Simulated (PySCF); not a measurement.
## Atomic charges against the basis set

Species: C₂H₇BF₂Si.
Geometry (PBE0-D3(BJ)/def2-SVP, Å), atoms numbered from 1 in this order:
```xyz
13
C2H7BF2Si angstrom
F     -1.556    1.757   -0.456
B     -1.629    0.805    0.458
F     -2.342    1.082    1.535
C     -0.964   -0.594    0.248
C      0.221   -0.620   -0.721
Si     1.766    0.220   -0.034
H     -0.706   -1.022    1.232
H     -1.786   -1.238   -0.126
H     -0.044   -0.119   -1.667
H      0.491   -1.656   -0.988
H      2.864    0.238   -1.047
H      2.243   -0.501    1.187
H      1.444    1.629    0.361
```

PBE0 throughout (PySCF), one geometry, spherical d and f functions. One conformer (not necessarily the lowest) at the PBE0-D3(BJ)/def2-SVP geometry, without solvent, vibrations or thermal averaging. Atoms taken as equivalent share a column and are averaged. The first 7 of 8 kinds of atom are listed.

Mulliken charges (e):

```tsv
basis	functions	F1/F3	B2	C4	C5	Si6	H7/H8	H9/H10
STO-3G	41	-0.126	+0.366	-0.264	-0.298	+0.535	+0.072	+0.068
6-31G	72	-0.296	+0.761	-0.567	-0.646	+0.540	+0.203	+0.204
pcSseg-0	72	-0.315	+0.999	-0.902	-0.968	+0.545	+0.273	+0.278
6-31G*	102	-0.258	+0.688	-0.565	-0.564	+0.358	+0.200	+0.199
cc-pVDZ	123	-0.094	+0.248	-0.169	-0.214	+0.212	+0.060	+0.063
def2-SVP	123	-0.105	+0.255	-0.182	-0.309	+0.344	+0.074	+0.078
aug-cc-pVDZ	205	-0.477	+1.048	+0.586	+0.302	-0.634	-0.303	-0.265
6-311+G(2d,p)	212	-0.308	+0.925	-0.745	-0.469	+0.378	+0.185	+0.170
def2-TZVP	234	-0.236	+0.487	-0.310	-0.316	+0.131	+0.139	+0.135
cc-pVTZ	282	-0.186	+0.398	-0.250	-0.266	+0.143	+0.109	+0.108
IGLO-III	289	-0.346	+0.845	-0.481	-0.429	+0.700	+0.140	+0.140
pcSseg-2	321	-0.329	+0.683	-0.141	-0.298	+0.550	+0.059	+0.069
```

IAO charges (e):

```
        basis  functions   F1/F3      B2      C4      C5     Si6   H7/H8  H9/H10
       STO-3G         41  -0.162  +0.452  -0.413  -0.497  +0.634  +0.138  +0.127
        6-31G         72  -0.300  +0.696  -0.452  -0.505  +0.439  +0.170  +0.157
     pcSseg-0         72  -0.288  +0.676  -0.453  -0.520  +0.431  +0.170  +0.159
       6-31G*        102  -0.311  +0.740  -0.448  -0.517  +0.568  +0.160  +0.149
      cc-pVDZ        123  -0.308  +0.726  -0.448  -0.516  +0.562  +0.162  +0.149
     def2-SVP        123  -0.306  +0.725  -0.445  -0.515  +0.583  +0.160  +0.146
  aug-cc-pVDZ        205  -0.316  +0.740  -0.457  -0.523  +0.564  +0.167  +0.152
6-311+G(2d,p)        212  -0.319  +0.747  -0.460  -0.534  +0.596  +0.168  +0.153
    def2-TZVP        234  -0.321  +0.754  -0.461  -0.537  +0.605  +0.167  +0.153
      cc-pVTZ        282  -0.320  +0.752  -0.461  -0.534  +0.590  +0.167  +0.154
     IGLO-III        289  -0.321  +0.752  -0.461  -0.537  +0.604  +0.168  +0.154
     pcSseg-2        321  -0.321  +0.754  -0.461  -0.537  +0.604  +0.167  +0.154
```

Hirshfeld charges (e):

```csv
basis,functions,F1/F3,B2,C4,C5,Si6,H7/H8,H9/H10
STO-3G,41,-0.068,+0.201,-0.095,-0.090,+0.341,+0.011,+0.007
6-31G,72,-0.134,+0.292,-0.124,-0.137,+0.276,+0.050,+0.042
pcSseg-0,72,-0.134,+0.293,-0.134,-0.134,+0.305,+0.047,+0.034
6-31G*,102,-0.129,+0.292,-0.124,-0.140,+0.277,+0.048,+0.043
cc-pVDZ,123,-0.123,+0.284,-0.141,-0.145,+0.301,+0.050,+0.042
def2-SVP,123,-0.129,+0.297,-0.145,-0.147,+0.309,+0.050,+0.041
aug-cc-pVDZ,205,-0.137,+0.314,-0.153,-0.163,+0.308,+0.054,+0.045
"6-311+G(2d,p)",212,-0.143,+0.322,-0.148,-0.159,+0.311,+0.052,+0.044
def2-TZVP,234,-0.140,+0.317,-0.148,-0.158,+0.304,+0.052,+0.045
cc-pVTZ,282,-0.137,+0.314,-0.148,-0.157,+0.302,+0.052,+0.044
IGLO-III,289,-0.141,+0.320,-0.153,-0.160,+0.303,+0.053,+0.045
pcSseg-2,321,-0.141,+0.323,-0.152,-0.163,+0.309,+0.053,+0.045
```

Some averages cover members that differ in this geometry, most widely: H7/H8, Mulliken in aug-cc-pVDZ -0.383 to -0.223; F1/F3, Mulliken in aug-cc-pVDZ -0.540 to -0.414; H9/H10, Mulliken in aug-cc-pVDZ -0.289 to -0.240; F1/F3, Mulliken in 6-311+G(2d,p) -0.321 to -0.296 e.

**Question.** Which scheme is steadiest as the basis changes?

**Answer.** Largest range over the bases for any column: Hirshfeld 0.12 e, IAO 0.30 e, Mulliken 1.49 e. Hirshfeld charges move least and Mulliken charges most, counted in e. Without the minimal STO-3G basis the ranges are Hirshfeld 0.04, IAO 0.17, Mulliken 1.49 e.

**Question.** How much do the charges still move between the two largest bases, IGLO-III and pcSseg-2?

**Answer.** At most, over all atoms: Mulliken 0.341 e, IAO 0.002 e, Hirshfeld 0.006 e.

**Question.** What do the same runs give for the total energy, the frontier levels and the dipole moment?

**Answer.** 
```
        basis  energy (Eh)  HOMO (eV)  LUMO (eV)  μ (D)
       STO-3G    -586.6879      -5.98       4.20   0.43
        6-31G    -594.0034      -8.77       0.22   2.11
     pcSseg-0    -593.1040      -9.08       0.14   1.92
       6-31G*    -594.1033      -8.59       0.59   1.71
      cc-pVDZ    -594.1397      -8.67       0.33   1.78
     def2-SVP    -593.8141      -8.74       0.28   1.79
  aug-cc-pVDZ    -594.1595      -8.75      -0.33   1.87
6-311+G(2d,p)    -594.2390      -8.78      -0.27   1.92
    def2-TZVP    -594.2688      -8.75       0.04   1.88
      cc-pVTZ    -594.2580      -8.74       0.12   1.84
     IGLO-III    -594.2768      -8.76      -0.03   1.88
     pcSseg-2    -594.2748      -8.77      -0.07   1.90
```

The dipole is fixed by the density alone, so its range of 1.68 D shows that the density itself changes with the basis, not only its division among atoms.
